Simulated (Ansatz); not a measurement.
Gas-phase electronic energies from Ansatz, PBE0-D4/def2-TZVP geometries. CCSD(T)/CBS is the MP2 limit (def2-TZVPP, def2-QZVPP) plus CCSD(T) − MP2 in def2-TZVPP, frozen cores. DFT in def2-TZVPP. B3LYP here is the variant with VWN-RPA as its local correlation; programs differ in this. For Ge outer-core shells are correlated without core-valence functions, which leaves a few kJ/mol of doubt a bond. Scalar relativity is left out up to krypton. One conformer a species, not always the lowest.

`[OH][GeH2][GeH2][OH]` + `O[SiH](O)O` → `[OH][GeH2][O][SiH](O)O` + `[OH][GeH3]`  (cleavage of the Ge–Ge bond)

(1) Is it downhill or uphill in electronic energy at CCSD(T)/CBS, and by how much? (An estimate is asked.)

(2) What do these levels give: PBE-D4, r2SCAN-D4, PBE0-D4, B3LYP-D4, ωB97X-V, B2PLYP, PBE0, B3LYP, MP2/def2-TZVPP, SCS-MP2/def2-QZVPP, HF/CBS(def2), MP2/CBS(def2)? (Best estimate.)

Largest T1 diagnostic among the species: 0.012.

Answers

(1) Ansatz gave: Downhill: ΔE = -45.9 kJ/mol.

(2) Computed: PBE-D4 -27.7, r2SCAN-D4 -42.1, PBE0-D4 -34.6, B3LYP-D4 -42.4, ωB97X-V -49.5, B2PLYP -45.5, PBE0 -31.7, B3LYP -37.1, MP2/def2-TZVPP -52.1, SCS-MP2/def2-QZVPP -54.0, HF/CBS(def2) -64.8, MP2/CBS(def2) -47.3 kJ/mol.

From PBE to PBE0 (25 % exact exchange), in def2-TZVPP and without D4, ΔE moves by −7.4 kJ/mol. The D4 term adds −5.3 kJ/mol with B3LYP and −3.0 kJ/mol with PBE0; it sums over pairs of atoms, weighted by their polarisabilities, and B3LYP, whose exchange is more repulsive, gets the larger term.
